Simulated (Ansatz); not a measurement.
Wavefunction ladder for `C[N](C)[AlH][NH2]`

| atom | x (Å) | y (Å) | z (Å) |
| --- | --- | --- | --- |
| C1 | -1.186 | -0.556 | -0.717 |
| N2 | -0.375 | 0.166 | 0.229 |
| C3 | -1.167 | 0.888 | 1.192 |
| Al4 | 1.400 | 0.190 | 0.236 |
| N5 | 2.315 | -0.711 | -0.982 |
| H6 | -0.565 | -1.098 | -1.435 |
| H7 | -1.842 | 0.116 | -1.290 |
| H8 | -1.834 | -1.293 | -0.219 |
| H9 | -0.526 | 1.424 | 1.898 |
| H10 | -1.814 | 0.215 | 1.775 |
| H11 | -1.823 | 1.629 | 0.710 |
| H12 | 2.156 | 1.026 | 1.344 |
| H13 | 1.941 | -1.271 | -1.730 |
| H14 | 3.321 | -0.726 | -1.011 |

Charge 0, multiplicity 1. All single points use the PBE0-D4/def2-TZVP geometry. It is one conformer, not always the lowest. Frozen core, restricted reference, Ansatz 0.2.0. CBS rows extrapolate triple and quadruple zeta; past MP2 they add the triple-zeta difference.

| basis | HF (Eh) | MP2 corr. |
| --- | --- | --- |
| def2-SVP | -431.62807 | -0.69586 |
| def2-TZVPP | -431.93290 | -0.86353 |
| def2-QZVPP | -431.95008 | -0.92184 |

(1) Estimate the CCSD correlation energy and the (T) correction in each basis where they were run (hartree).

## Answers

(1) 
| basis | CCSD corr. | (T) |
| --- | --- | --- |
| def2-SVP | -0.75395 | -0.02053 |
| def2-TZVPP | -0.90995 | -0.03461 |
| CBS(def2) | -1.01144 | as TZ |
